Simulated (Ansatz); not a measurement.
Reaction (ligand exchange at a Ti–C bond): `C#[C][Ti]([F])([Cl])[Cl]` + H–F → `[F][Ti]([F])([Cl])[Cl]` + acetylene

Gas-phase electronic energies from Ansatz, PBE0-D4/def2-TZVP geometries. CBS: MP2 limit from def2 TZ/QZ plus the TZ coupled-cluster correction, frozen cores. This one scheme is used for every species. Functionals use def2-TZVPP. HSE06 is defined as in plane-wave codes. For Ti outer-core shells are correlated without core-valence functions, which leaves a few kJ/mol of doubt a bond. Scalar relativity is left out up to krypton.

`C#[C][Ti]([F])([Cl])[Cl]`:

Cartesian coordinates in Å:
```
C 0.500 -1.264 -1.626
C 0.235 -0.536 -0.690
Ti -0.170 0.663 0.851
F 1.331 1.208 1.526
Cl -1.297 -0.496 2.297
Cl -1.330 2.330 0.090
H 0.732 -1.905 -2.448
```

H–F:

Cartesian coordinates in Å:
```
F -0.152 0.386 0.198
H 0.152 -0.386 -0.198
```

`[F][Ti]([F])([Cl])[Cl]`:

```xyz
5

F     0.905   -1.217   -0.955
Ti    0.095   -0.020    0.004
F     1.250    0.758    1.036
Cl   -0.819    1.454   -1.300
Cl   -1.431   -0.975    1.216
```

`C#C`:

```xyz
4

C    -0.002   -0.420    0.426
C     0.002    0.420   -0.426
H    -0.007   -1.167    1.185
H     0.007    1.167   -1.185
```

| level | ΔE (kJ/mol) | difference from CCSD(T)/CBS |
| --- | --- | --- |
| revPBE-D4 | -139.0 | -8.6 |
| BLYP-D4 | -144.6 | -14.2 |
| B97M-V | -147.7 | -17.3 |
| HSE06-D4 | -138.7 | -8.3 |
| ωB97X-V | -154.5 | -24.1 |
| B2PLYP | -143.1 | -12.7 |
| revPBE | -146.3 | -15.9 |
| r2SCAN | -150.3 | -19.9 |
| r2SCANh | -148.5 | -18.1 |
| MP2/def2-SVP | -145.8 | -15.4 |
| CCSD/def2-SVP | -147.5 | -17.1 |
| CCSD/def2-TZVPP | -137.6 | -7.2 |
| CCSD(T)/def2-TZVPP | -132.9 | -2.5 |
| HF/def2-QZVPP | -154.4 | -24.0 |
| SCS-MP2/def2-QZVPP | -130.8 | -0.4 |
| CCSD/CBS(def2) | -135.1 | -4.7 |
| CCSD(T)/CBS | -130.4 | 0 |

Largest T1 diagnostic among the species: 0.024, so the coupled-cluster value is less sure than usual.

At CCSD(T), def2-SVP lies −14.4 kJ/mol from the extrapolated value and def2-TZVPP −2.5 kJ/mol. The D4 term adds +7.2 kJ/mol with B3LYP and +4.2 kJ/mol with PBE0; it sums over pairs of atoms, weighted by their polarisabilities, and B3LYP, whose exchange is more repulsive, gets the larger term.

CCSD(T)/CBS has its own doubt, a few kJ/mol and more with outer-core shells, so smaller differences from it don't rank the levels.

B3LYP here is the variant with VWN-RPA as its local correlation; programs differ in this.
